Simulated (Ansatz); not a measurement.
The lowest singlet and triplet of C6H6 (SMILES C=C1C=CC=C1); geometries from B3LYP-D3(BJ)/def2-TZVP, each state relaxed from the structure named, with no frequency check.
Singlet (charge 0, multiplicity 1):
```json
[
 {"atom": "C", "x (Å)": "2.0625", "y (Å)": "-0.0513", "z (Å)": "0.3675"},
 {"atom": "C", "x (Å)": "0.7463", "y (Å)": "-0.0186", "z (Å)": "0.1330"},
 {"atom": "C", "x (Å)": "-0.1560", "y (Å)": "-1.1718", "z (Å)": "-0.0023"},
 {"atom": "C", "x (Å)": "-1.3984", "y (Å)": "-0.7013", "z (Å)": "-0.2332"},
 {"atom": "C", "x (Å)": "-1.3573", "y (Å)": "0.7699", "z (Å)": "-0.2578"},
 {"atom": "C", "x (Å)": "-0.0905", "y (Å)": "1.1780", "z (Å)": "-0.0416"},
 {"atom": "H", "x (Å)": "2.6436", "y (Å)": "0.8585", "z (Å)": "0.4510"},
 {"atom": "H", "x (Å)": "2.5921", "y (Å)": "-0.9888", "z (Å)": "0.4819"},
 {"atom": "H", "x (Å)": "0.1545", "y (Å)": "-2.2022", "z (Å)": "0.0752"},
 {"atom": "H", "x (Å)": "-2.2914", "y (Å)": "-1.2910", "z (Å)": "-0.3790"},
 {"atom": "H", "x (Å)": "-2.2162", "y (Å)": "1.4032", "z (Å)": "-0.4241"},
 {"atom": "H", "x (Å)": "0.2770", "y (Å)": "2.1914", "z (Å)": "0.0016"}
]
```

```tsv
level	gap E(singlet) − E(triplet), vertical, at the singlet's geometry (kJ/mol)	cost
R-HF/cc-pVDZ	-151.1	-
U-HF/cc-pVDZ (spin-contaminated)	-160.5	-
R-SVWN5/def2-TZVPP	-241.7	×0.7
U-SVWN5/def2-TZVPP	-241.7	×0.8
R-PBE/def2-TZVPP	-225.2	×1
U-PBE/def2-TZVPP	-225.2	×1
R-r2SCAN/def2-TZVPP	-202.9	×2
U-r2SCAN/def2-TZVPP	-202.9	×2
R-B3LYP/def2-TZVPP	-225.4	×0.9
U-B3LYP/def2-TZVPP	-225.4	×1
R-PBE0/def2-TZVPP	-217.7	×1
U-PBE0/def2-TZVPP	-217.7	×1
R-BHLYP/def2-TZVPP	-214.7	×2
U-BHLYP/def2-TZVPP	-214.7	×3
R-wB97X-V/def2-TZVPP	-235.8	×3
U-wB97X-V/def2-TZVPP	-235.8	×4
R-wB97M-V/def2-TZVPP	-241.3	×3
U-wB97M-V/def2-TZVPP	-241.3	×4
R-B2PLYP/def2-TZVPP	-237.6	×2
U-B2PLYP/def2-TZVPP	-237.6	×3
R-MP2/cc-pVDZ	-322.1	-
U-MP2/cc-pVDZ (spin-contaminated)	-253.9	-
R-SCS-MP2/cc-pVDZ	-326.1	-
U-SCS-MP2/cc-pVDZ (spin-contaminated)	-256.9	-
R-CCSD/cc-pVDZ	-247.3	-
U-CCSD/cc-pVDZ (spin-contaminated)	-242.7	-
R-CCSD(T)/cc-pVDZ	-256.4	×3
U-CCSD(T)/cc-pVDZ (spin-contaminated)	-251.9	×4
SA-CASSCF(6,6)/cc-pVDZ	-255.1	-
SC-NEVPT2 on SA-CASSCF(6,6)/cc-pVDZ	-254.0	-
FIC-NEVPT4(SD) on SA-CASSCF(6,6)/cc-pVDZ	-252.2	-
FIC-MRCISD+Q on SA-CASSCF(6,6)/cc-pVDZ	-253.5	-
```

The rows run from -326.1 (R-SCS-MP2/cc-pVDZ) to -151.1 kJ/mol (R-HF/cc-pVDZ). In cc-pVDZ the value moves R-HF -151.1, R-MP2 -322.1, R-CCSD -247.3, R-CCSD(T) -256.4, a shift of -105.3 from R-HF to R-CCSD(T). The 9 U-functionals in def2-TZVPP without D3 or D4 span 38.8, from U-SVWN5 to U-r2SCAN.

A positive gap puts the triplet lower; no zero-point energy. R- takes a restricted singlet. U- takes an unrestricted singlet (broken symmetry where lower, unprojected). The triplet is unrestricted in single-reference levels. Active spaces average the two states.

Correlated levels freeze the cores.

Doubts at one or more of the structures used: a restricted determinant that unrestricted orbitals would lower (R-HF/cc-pVDZ, R-MP2/cc-pVDZ, R-SCS-MP2/cc-pVDZ, R-CCSD/cc-pVDZ, R-CCSD(T)/cc-pVDZ); a spin-contaminated determinant (R-HF/cc-pVDZ, R-MP2/cc-pVDZ, R-SCS-MP2/cc-pVDZ, R-CCSD/cc-pVDZ, R-CCSD(T)/cc-pVDZ).

Codes used: Ansatz (a program for electronic structure). 

Costs are rough ratios of core time to R-PBE/def2-TZVPP (about 30 s over the structures, on one shared machine); a dash marks a level with no comparable run of its own.
